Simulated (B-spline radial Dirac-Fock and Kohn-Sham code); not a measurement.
**X-ray lines that fill the K vacancy in Te³⁺**

System: the Te³⁺ ion in the configuration [Kr] 4d10 5s2 5p1, inside a Watson sphere of charge -3 and radius 1.6 Å (a model of the Madelung potential; inside it an electron's potential energy is raised by 27.0 eV).

Method: a relativistic independent-particle model: LDA orbitals of the hole state, radiative multipoles to third order, Auger rates from the Coulomb interaction with a continuum orbital, Dirac-Fock energies. Computed with a radial B-spline solver.

```tsv
line	multipole	energy (eV)	rate (s⁻¹)	share (%)
Kα2 (K-L2)	E1	27199.7	3.71e+15	28.9
Kα1 (K-L3)	E1	27470.6	6.90e+15	53.8
Kβ3 (K-M2)	E1	30940.1	6.27e+14	4.88
Kβ1 (K-M3)	E1	30991.7	1.22e+15	9.50
Kβ5'' (K-M4)	E2	31230.5	5.77e+12	0.0449
Kβ5' (K-M5)	E2	31240.9	7.93e+12	0.0618
Kβ2'' (K-N2)	E1	31684.6	1.22e+14	0.951
Kβ2' (K-N3)	E1	31694.4	2.37e+14	1.85
K-O2	E1	31818.8	2.93e+12	0.0228
K-O3	E1	31819.8	5.71e+12	0.0444
```

The listed lines hold 100.0 % of the radiative rate. The radiative width is 8.45 eV in the length form and 8.65 eV in the velocity form; the two differ because the transition energies are not eigenvalue differences of the potential that gave the orbitals. Kα2/Kα1 is 0.537 and Kβ/Kα is 0.210.
